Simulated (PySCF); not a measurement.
# Electron correlation in Al (aluminium, neutral)

[Ne] 3s2 3p1, 2P determinant. All numbers are calculated (PySCF 2.14, no relativity, point nucleus, in aug-cc-pV(D+d)Z). Frozen: [Ne]; 3 electrons correlated.

MP2 pair energies summed by pair of shells (mhartree):

```csv
pair,energy,share (%)
3s-3s,-18.56,59.2
3s-3p,-12.80,40.8
```

Total MP2 correlation energy: -31.36 mhartree.

Same-spin part -2.24 and opposite-spin part -29.12 mhartree; SCS-MP2 scales them by 1/3 and 6/5 to -35.69 mhartree.

| level | correlation energy (mhartree) |
| --- | --- |
| CCSD | -48.29 |
| (T) | -0.82 |
| CCSD(T) | -49.11 |

Diagnostics: T1 = 0.018, D1 = 0.0414, largest double amplitude 0.060.

Cost of the coupled-cluster step: 0.19 s of wall time on 1 thread of Neoverse-V2 (shared host), for 3 correlated electrons.

Iterations:

```
CC2 = 0
CCSD nocc = (np.int64(2), np.int64(1)), nmo = (27, 27)
frozen orbitals [[0, 1, 2, 3, 4], [0, 1, 2, 3, 4]]
max_cycle = 100
direct = 0
conv_tol = 1e-08
conv_tol_normt = 1e-06
diis_space = 8
diis_start_cycle = 0
Init t2, MP2 energy = -0.0313575293286147
Init E_corr(UCCSD) = -0.0313575293310285
cycle = 1  E_corr(UCCSD) = -0.0416552143567302  dE = -0.010297685  norm(t1,t2) = 0.0644137
cycle = 2  E_corr(UCCSD) = -0.045386096415721  dE = -0.00373088206  norm(t1,t2) = 0.0291872
cycle = 3  E_corr(UCCSD) = -0.0482749810861157  dE = -0.00288888467  norm(t1,t2) = 0.0146282
cycle = 4  E_corr(UCCSD) = -0.0482595524181625  dE = 1.5428668e-05  norm(t1,t2) = 0.00255573
cycle = 5  E_corr(UCCSD) = -0.0483067958969195  dE = -4.72434788e-05  norm(t1,t2) = 0.000432063
cycle = 6  E_corr(UCCSD) = -0.0482875352547559  dE = 1.92606422e-05  norm(t1,t2) = 0.000100592
cycle = 7  E_corr(UCCSD) = -0.0482966682748627  dE = -9.13302011e-06  norm(t1,t2) = 4.01345e-05
cycle = 8  E_corr(UCCSD) = -0.048294571425087  dE = 2.09684978e-06  norm(t1,t2) = 1.07431e-05
cycle = 9  E_corr(UCCSD) = -0.0482945661845147  dE = 5.24057239e-09  norm(t1,t2) = 1.39537e-06
cycle = 10  E_corr(UCCSD) = -0.0482946262016561  dE = -6.00171415e-08  norm(t1,t2) = 4.7516e-07
cycle = 11  E_corr(UCCSD) = -0.0482946288708872  dE = -2.66923113e-09  norm(t1,t2) = 8.88147e-08
UCCSD converged
E(UCCSD) = -241.9225799645482  E_corr = -0.04829462887088724
UCCSD(T) correction = -0.000818033940672065
```
